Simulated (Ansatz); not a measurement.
`F[SiH2]O[SiH](F)F` + CH₄ → `C[SiH](F)F` + `O[SiH2]F`  (formal exchange of groups at the Si–O bond)

Calculated with Ansatz (gas phase, PBE0-D4/def2-TZVP geometries, no zero-point term in ΔE). CCSD(T)/CBS adds triple-zeta CCSD(T) − MP2 to the extrapolated MP2 energy (def2 sets, frozen cores). This one scheme is used for every species. DFT in def2-TZVPP. Each species was taken in one conformer, which may not be the lowest.

(1) Is it downhill or uphill in electronic energy at CCSD(T)/CBS, and by how much? (Best estimate.)

(2) What do these levels give: PBE-D4, revPBE-D4, r2SCAN0-D4, CAM-B3LYP-D4, B2PLYP, r2SCAN, r2SCAN0, HF/def2-SVP, CCSD(T)/def2-SVP, MP2/def2-TZVPP, CCSD(T)/def2-TZVPP, CCSD/CBS(def2)? (Estimate.)

Largest T1 diagnostic among the species: 0.012.

Answers

(1) Computed: Uphill: ΔE = +31.3 kcal/mol.

(2) Computed: PBE-D4 27.6, revPBE-D4 27.6, r2SCAN0-D4 31.4, CAM-B3LYP-D4 32.2, B2PLYP 31.6, r2SCAN 30.6, r2SCAN0 31.2, HF/def2-SVP 33.7, CCSD(T)/def2-SVP 30.8, MP2/def2-TZVPP 31.6, CCSD(T)/def2-TZVPP 31.4, CCSD/CBS(def2) 31.9 kcal/mol.

In def2-TZVPP, CCSD(T) changes the Hartree–Fock value by −4.3 kcal/mol (the triples alone add −0.6 kcal/mol) and MP2 by −4.1 kcal/mol. From BLYP to BHLYP (50 % exact exchange), in def2-TZVPP and without D4, ΔE moves by +3.2 kcal/mol.
